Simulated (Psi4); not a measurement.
Dimer: CO (SMILES [C-]#[O+]) (first 2 atoms) with H2Se (SMILES [SeH2]); geometry from B3LYP-D3(BJ)/def2-TZVP, rigid monomers moved along the line of their centres of mass till C1···Se3 is 6.68 Å.
(charge 0, multiplicity 1):
```xyz
5

C      0.63948     0.12382     0.21118
O     -0.32863     0.25683    -0.34631
Se    -0.19573    -0.73059     6.77947
H      0.82114     0.29828     6.51774
H      0.68150    -1.77688     6.23462
```

All values below come from Psi4 with SAPT0/aug-cc-pVDZ.

Which attractive term is largest, and how does the interaction split up?

electrostatics -0.1, exchange 0.0, induction 0.0, dispersion -0.1, total -0.2 kJ/mol; the largest attraction is dispersion.
